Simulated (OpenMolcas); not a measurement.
Mo3+ (d3) in a complex was computed by CASSCF with the d shell active (OpenMolcas, ANO-RCC-VTZP on the metal). Its lowest spin-free states, and all those of the highest spin:

```json
{"2S+1": "4", "Degeneracy": "1", "E (cm-1)": "0.0"}
{"2S+1": "4", "Degeneracy": "2", "E (cm-1)": "4239"}
{"2S+1": "4", "Degeneracy": "1", "E (cm-1)": "8680"}
{"2S+1": "2", "Degeneracy": "2", "E (cm-1)": "11179"}
{"2S+1": "2", "Degeneracy": "1", "E (cm-1)": "11332"}
{"2S+1": "2", "Degeneracy": "1", "E (cm-1)": "11661"}
{"2S+1": "2", "Degeneracy": "1", "E (cm-1)": "13323"}
{"2S+1": "2", "Degeneracy": "1", "E (cm-1)": "13925"}
{"2S+1": "2", "Degeneracy": "2", "E (cm-1)": "14912"}
{"2S+1": "2", "Degeneracy": "1", "E (cm-1)": "17410"}
{"2S+1": "2", "Degeneracy": "2", "E (cm-1)": "18045"}
{"2S+1": "2", "Degeneracy": "2", "E (cm-1)": "20958"}
{"2S+1": "4", "Degeneracy": "2", "E (cm-1)": "36568"}
{"2S+1": "4", "Degeneracy": "1", "E (cm-1)": "41542"}
{"2S+1": "4", "Degeneracy": "1", "E (cm-1)": "48074"}
{"2S+1": "4", "Degeneracy": "2", "E (cm-1)": "58780"}
```

Problem. Is the site octahedral, tetrahedral or cube-like, axial, or of lower symmetry?

Solution. The states with 2S+1 = 4 have orbital degeneracies 1, 2, 1, 2, 1, 1, 2. There are pairs but no triples, so the site is axial: not cubic, but with a proper or improper axis of order three or more. The run had Mo3+ with 4 ligands (fluoride) in square-planar coordination (D4h) at 1.93 Å. A charge of +0.25 e stands 2.4 Å behind each ligand. Ligand basis ANO-RCC-VDZP.

Without dynamic correlation the repulsion within the d shell is too large (B by tens of per cent), so at a given field states of lower spin stand too high. The least metal-like active orbital is 80 % on the metal (Löwdin) and no ligand orbital is active, so the numbers are rough. With metal d orbitals alone the field can be off either way by tens of per cent. Ligand-to-metal charge-transfer states are missing. With no ligand orbital active B as a rule stays too high, so bands that hang on it stand too high and its fall with covalency is understated. The distance lies 3 % over the 1.87 Å that this model takes as the normal distance (a Shannon-type radius plus a fixed donor radius); by an R⁻⁵ law this alone changes a d-shell field by about -15 %. No measured value stands beside these numbers; the geometry was imposed, not optimised, and the real ion may take another.
